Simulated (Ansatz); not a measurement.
Wavefunction ladder for `[CH3][Zr]([CH3])([CH3])[Cl]`

Cartesian coordinates in Å:
```
C -0.805 1.728 0.792
Zr -0.110 0.154 -0.584
C 2.040 -0.149 -0.207
C -1.146 -1.718 -0.057
Cl -0.499 0.746 -2.831
H -1.778 1.465 1.225
H -0.093 1.848 1.619
H -0.909 2.699 0.296
H 2.516 0.789 0.106
H 2.186 -0.882 0.597
H 2.571 -0.514 -1.094
H -1.591 -1.644 0.944
H -0.437 -2.556 -0.045
H -1.946 -1.966 -0.763
```

Charge 0, multiplicity 1. Correlated methods include outer-core shells of Zr, which these sets cover unevenly. Zr takes the def2 core potential. All single points use the PBE0-D4/def2-TZVP geometry. Frozen core, restricted reference, Ansatz.

| basis | HF (Eh) | MP2 corr. |
| --- | --- | --- |
| def2-SVP | -624.71017 | -0.82290 |
| def2-TZVPP | -625.01319 | -1.08650 |
| def2-QZVPP | -625.03591 | -1.19057 |

Q: Estimate the CCSD correlation energy and the (T) correction in each basis where they were run (hartree).

A: 
| basis | CCSD corr. | (T) |
| --- | --- | --- |
| def2-SVP | -0.88412 | -0.02834 |
